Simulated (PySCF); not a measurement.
## Working out the ionisation energy of Rb⁺

Rb⁺ [Kr] (1S) → Rb²⁺ [Ar] 3d10 4s2 4p5 (2P). Calculation: PySCF 2.14, in Sapporo-DKH3-DZP-2012 (7s6p2d, 35 functions); scalar relativity by spin-free X2C-1e. Frozen: [Ar] 3d10 4s2. Energies in hartree (1 hartree = 27.21139 eV):

```json
{"part": "UHF", "Rb⁺ (lower)": "-2978.832169", "Rb²⁺ (upper)": "-2977.860097"}
{"part": "CCSD correlation", "Rb⁺ (lower)": "-0.118382", "Rb²⁺ (upper)": "-0.083345"}
{"part": "(T)", "Rb⁺ (lower)": "-0.000198", "Rb²⁺ (upper)": "-0.000085"}
```

**Question.** What does Hartree-Fock give?

**Answer.** (-2977.860097) − (-2978.832169) = 0.972072 hartree = 26.451 eV.

**Question.** What do CCSD and CCSD(T) give?

**Answer.** The CCSD correlation energies differ by 0.035037 hartree = 0.953 eV and the triples by 0.000113 hartree = 0.003 eV, so CCSD gives 27.404 eV and CCSD(T) 27.407 eV.

Reference: 27.290 eV (measured; NIST Atomic Spectra Database, ionization energies), between the lowest levels; spin-orbit coupling is absent from the calculation.

A double-zeta basis recovers only part of the correlation energy.

What remains against the reference includes basis incompleteness, the frozen core and higher excitations.
